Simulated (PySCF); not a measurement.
**Fractional electron number in Ru²⁺ (ruthenium, charge +2)**

The 4d beta orbital of [Kr] 4d6 is emptied in steps (occupation f), with all orbitals relaxed, ending at [Kr] 4d5. Calculation: PySCF 2.14, in def2-TZVPPD with the def2 core potential (28 electrons); a scalar-relativistic core potential. The exact energy is a straight line in f; departures are measured from the line between the end points of the same method.

```tsv
f	PBE0 (eV)	r2SCAN (eV)	LC-wPBE (eV)
1	0.000	0.000	0.000
0.9	-0.376	-0.489	-0.113
0.7	-0.878	-1.136	-0.266
0.5	-1.047	-1.343	-0.317
0.3	-0.880	-1.116	-0.267
0.1	-0.377	-0.470	-0.114
0	0.000	0.000	0.000
```

| method | E(f=0) − E(f=1) (eV) | −ε at f=1 (eV) | −ε at f=0.5 (eV) |
| --- | --- | --- | --- |
| PBE0 | 28.401 | 24.234 | 28.396 |
| r2SCAN | 28.016 | 22.575 | 28.075 |
| LC-wPBE | 28.418 | 27.162 | 28.414 |

Orbital energy along the path (eV):

```
  f     PBE0   r2SCAN  LC-wPBE
  1  -24.234  -22.575  -27.162
0.9  -25.058  -23.677  -27.407
0.7  -26.721  -25.885  -27.906
0.5  -28.396  -28.075  -28.414
0.3  -30.078  -30.215  -28.925
0.1  -31.754  -32.250  -29.433
  0  -32.576  -33.139  -29.683
```

Reference removal energy between the ground levels: 28.47 eV (semi-empirical (NIST evaluation); NIST Atomic Spectra Database, ionization energies). The calculation has no spin-orbit coupling. The determinant left behind need not be the lowest term of the ion.
